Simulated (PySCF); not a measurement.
# Electronic structure of Rh³⁺ (rhodium, charge +3) at the LDA level

Configuration: [Kr] 4d6, high-spin 5D determinant. Calculation: PySCF 2.14, in aug-cc-pVDZ-PP with ECP28MDF (5s5p4d2f, 54 functions); a scalar-relativistic core potential.

```json
{
 "Total energy": "-107.7684 hartree",
 "One-electron energy": "-172.0853 hartree",
 "Hartree (Coulomb) energy": "74.3430 hartree",
 "Exchange-correlation energy": "-10.0261 hartree",
 "⟨S²⟩": "6.0004",
 "⟨L²⟩": "6.005",
 "Sum of ⟨r⟩": "16.86 bohr",
 "Sum of ⟨r²⟩": "23.51 bohr²",
 "Traceless quadrupole moment −½Σ⟨3z² − r²⟩ along its main axis": "0.607 e·bohr²",
 "Time after the integrals": "0.17 s of wall time on 1 thread of Intel(R) Xeon(R) 6975P-C (shared host)"
}
```

```csv
shell,electrons,mean orbital energy (hartree),spread (hartree),"rms radius, mean of both spins (bohr)"
4s α,1,-4.42382,0,1.04
4s β,1,-4.29519,0,1.04
4p α,3,-3.22513,0.05650,1.15
4p β,3,-3.09739,0.02637,1.15
4d α,5,-1.50126,0.06058,1.50
4d β,1,-1.38321,0,1.50
```

Energies and moments cover only the electrons outside the core potential.
